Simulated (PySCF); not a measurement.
# `CN=P1(C)CCCC1`: 4 charge schemes on one density

C6H14NP.
Z-matrix (Å and degrees, GFN2-xTB geometry), rows numbered from 1:
```
C 
N   1  1.4482
P   2  1.5611  1  125.36
C   3  1.8170  2  105.83  1  -179.83
C   3  1.8715  2  122.13  1   -58.62
C   5  1.5207  3  106.00  2   147.77
C   6  1.5301  5  106.53  3   -39.59
C   7  1.5242  6  107.28  5    50.34
H   1  1.0948  2  113.17  3   -58.13
H   1  1.0911  2  106.68  3  -176.73
H   1  1.0946  2  112.86  3    64.90
H   4  1.0883  3  110.76  2   176.39
H   4  1.0873  3  108.30  2   -62.45
H   4  1.0870  3  107.99  2    55.34
H   5  1.0937  3  107.48  2    29.19
H   5  1.0907  3  110.93  2   -88.54
H   6  1.0914  5  111.64  3  -161.03
H   6  1.0920  5  110.06  3    78.85
H   7  1.0925  6  108.87  5   -68.15
H   7  1.0914  6  111.27  5   172.68
H   8  1.0920  3  109.27  2   120.08
H   8  1.0912  3  109.69  2     1.91
```

Density: PBE0/pcSseg-1 (PySCF); schemes: Mulliken, IAO, Hirshfeld and ESP-fitted. One conformer (not necessarily the lowest) at the GFN2-xTB geometry, without solvent, vibrations or thermal averaging.

Question: Atoms with like bonding are taken together and averaged. Which atoms carry the highest charge in the Mulliken, IAO, Hirshfeld and ESP-fitted schemes?

Answer: All schemes agree: Mulliken P3 (+0.688); IAO P3 (+1.319); Hirshfeld P3 (+0.405); ESP-fitted P3 (+0.900).

Question: At which atom do the 4 schemes differ most?

Answer: At P3: from +0.405 (Hirshfeld) to +1.319 e (IAO), 0.914 e apart.

Question: For which atoms does the sign change between the 4 schemes (beyond +0.03 e in one, beyond −0.03 e in another)?

Answer: For none.

Question: Give the atomic charges in each scheme.

Answer: In e; atoms taken as equivalent share a row and are averaged (×n: the atom named and its like, n in all):

```csv
atom,environment,Mulliken,IAO,Hirshfeld,ESP-fitted
C1,N-methyl carbon,-0.096,-0.295,-0.092,-0.072
N2,nitrogen bonded to C and P,-0.691,-0.821,-0.336,-0.704
P3,phosphorus bonded to 3 C and N,+0.688,+1.319,+0.405,+0.900
C4,sp3 carbon bound to phosphorus,-0.417,-0.651,-0.158,-0.859
C5/C8,sp3 carbon bound to phosphorus,-0.436,-0.522,-0.119,-0.313
C6/C7,ring CH2 carbon,-0.218,-0.255,-0.071,0.000
H9/H10/H11,methyl hydrogen,+0.090,+0.121,+0.025,+0.059
H12/H13/H14,methyl hydrogen,+0.149,+0.164,+0.051,+0.233
H15/H22,methylene hydrogen,+0.155,+0.153,+0.044,+0.104
H16/H21,methylene hydrogen,+0.147,+0.148,+0.043,+0.091
H17/H19,methylene hydrogen,+0.128,+0.137,+0.040,+0.027
H18/H20,methylene hydrogen,+0.124,+0.134,+0.039,+0.021
```

Mean size of the charges over all atoms: IAO 0.302 e, Mulliken 0.228 e, ESP-fitted 0.207 e, Hirshfeld 0.088 e. Each set sums to the total charge, 0, to within 0.001 e. The Mulliken scheme counts on each atom the diagonal of the density matrix times the overlap matrix over that atom's basis functions. The ESP scheme is a least-squares fit of atom-centred charges to the potential on four shells outside the van der Waals surface, with the total charge fixed.

Some averages cover members that differ in this geometry: H9/H10/H11, ESP-fitted +0.035 to +0.098; C5/C8, ESP-fitted -0.335 to -0.290; H9/H10/H11, IAO +0.107 to +0.146; H9/H10/H11, Mulliken +0.077 to +0.113 e.

Question: Sum the charges by element, for elements with more than one atom.

Answer: 
```tsv
element	atoms	Mulliken	IAO	Hirshfeld	ESP-fitted
C	6	-1.822	-2.498	-0.630	-1.556
H	14	+1.825	+2.000	+0.561	+1.361
```

Question: How many electrons does the ESP-fitted scheme count on C7?

Answer: Its own charge is -0.015 e, so Z − q = 6.016.

Question: How closely do the schemes follow one another over all atoms?

Answer: Correlation coefficient and root-mean-square difference: IAO with Hirshfeld 0.98, 0.294 e; Mulliken with IAO 0.97, 0.155 e; Mulliken with Hirshfeld 0.96, 0.170 e; IAO with ESP-fitted 0.93, 0.164 e; Hirshfeld with ESP-fitted 0.92, 0.221 e; Mulliken with ESP-fitted 0.91, 0.143 e.
